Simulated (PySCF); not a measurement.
## Tin: a sound run and one with changed settings

Sound run: Sn [Kr] 4d10 5s2 5p2, Sn⁺ [Kr] 4d10 5s2 5p1. Computed with PySCF 2.14 in def2-TZVP with the def2 core potential (28 electrons) (6s5p3d2f, 50 functions), with a scalar-relativistic core potential. In the sound run the correlated levels freeze 4s2 4p6 4d10 outside the core potential. The sound run starts from symmetry-adapted Hartree-Fock orbitals and uses a fine grid where one is needed.

Changed run: a valence shell is frozen. This setting is unsound on purpose.

| species | method | sound run (hartree) | changed run (hartree) | converged |
| --- | --- | --- | --- | --- |
| Sn | MP2 | -213.38292 | -213.34399 | yes |
| Sn | CCSD(T) | -213.39742 | -213.34580 | yes |

Ionisation energy of Sn:

| method | sound run (eV) | changed run (eV) |
| --- | --- | --- |
| UHF | 6.854 | 6.854 |
| MP2 | 7.147 | 6.965 |
| SCS-MP2 | 7.083 | 6.891 |
| CCSD | 7.179 | 7.014 |
| CCSD(T) | 7.203 | 7.014 |
| CCSDT | n/a | 7.014 |
| FCI | n/a | 7.014 |

Freezing a valence shell removes pair correlation that changes on ionisation.

For comparison, NIST gives 7.344 eV between the lowest levels.
